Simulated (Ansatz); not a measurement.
Consider the isomerisation: `C=CC(=C)C(=C)C=C` → `Cc1cccc(C)c1`.

Program: Ansatz. Geometries: PBE0-D4/def2-TZVP. ΔE: electronic, gas phase. CCSD(T)/CBS adds triple-zeta CCSD(T) − MP2 to the extrapolated MP2 energy (def2 sets, frozen cores). DFT in def2-TZVPP. B3LYP here is the variant with VWN-RPA as its local correlation; programs differ in this. Each species was taken in one conformer, which may not be the lowest.

`C=CC(=C)C(=C)C=C`:

```xyz
18

C    -1.623   -1.455   -0.616
C    -0.395   -1.261   -1.091
C     0.455   -0.111   -0.797
C     1.635    0.034   -1.407
C    -0.015    0.907    0.180
C    -0.459    2.094   -0.243
C     0.028    0.597    1.606
C     0.536   -0.510    2.140
H    -2.087   -0.748    0.061
H    -2.198   -2.330   -0.893
H     0.036   -1.992   -1.772
H     2.277    0.881   -1.200
H     1.985   -0.699   -2.127
H    -0.496    2.340   -1.297
H    -0.797    2.846    0.461
H    -0.383    1.365    2.258
H     0.957   -1.296    1.524
H     0.544   -0.661    3.213
```

`Cc1cccc(C)c1`:

Z-matrix (Å, degrees):
```
C
C 1 1.498
H 1 1.092 2 111.4
H 1 1.095 2 110.9 3 119.5
H 1 1.092 2 111.4 3 -121.0
C 2 1.391 1 120.7 3 152.0
C 2 1.391 1 120.9 3 -29.4
C 6 1.391 2 122.0 1 178.5
H 6 1.087 2 119.0 1 -1.5
C 7 1.386 2 120.4 1 -178.2
H 7 1.085 2 119.6 1 1.6
C 8 1.499 6 120.7 2 178.5
C 8 1.391 6 118.4 2 -0.2
H 10 1.084 7 119.8 2 179.8
H 12 1.092 8 111.4 6 31.3
H 12 1.092 8 111.4 6 152.3
H 12 1.095 8 110.9 6 -88.2
H 13 1.085 8 119.6 6 -179.7
```

```tsv
level	ΔE (kJ/mol)	difference from CCSD(T)/CBS
LDA (SPW92)	-283.6	-50.7
PBE-D4	-249.8	-16.9
revPBE-D4	-245.5	-12.6
BLYP-D4	-218.4	14.5
PBE0-D4	-266.0	-33.1
CAM-B3LYP-D4	-247.5	-14.6
PBE-QIDH	-275.3	-42.4
r2SCAN	-257.1	-24.2
B3LYP	-237.4	-4.5
BHLYP	-249.8	-16.9
LC-ωPBE	-275.8	-42.9
CCSD/def2-SVP	-241.4	-8.5
CCSD/def2-TZVPP	-231.7	1.2
CCSD(T)/def2-TZVPP	-232.1	0.8
SCS-MP2/def2-QZVPP	-241.6	-8.7
MP2/CBS(def2)	-267.5	-34.6
CCSD(T)/CBS	-232.9	0
```

Largest T1 diagnostic among the species: 0.011.

Leaving LDA and LC-ωPBE aside and taking each functional with its dispersion term where it has one, the values spread over 56.9 kJ/mol, from PBE-QIDH to BLYP-D4. LDA lies −32.1 kJ/mol from PBE without D4. From PBE to PBE0 (25 % exact exchange), in def2-TZVPP and without D4, ΔE moves by −16.4 kJ/mol.

CCSD(T)/CBS has its own doubt, a few kJ/mol and more with outer-core shells, so smaller differences from it don't rank the levels.
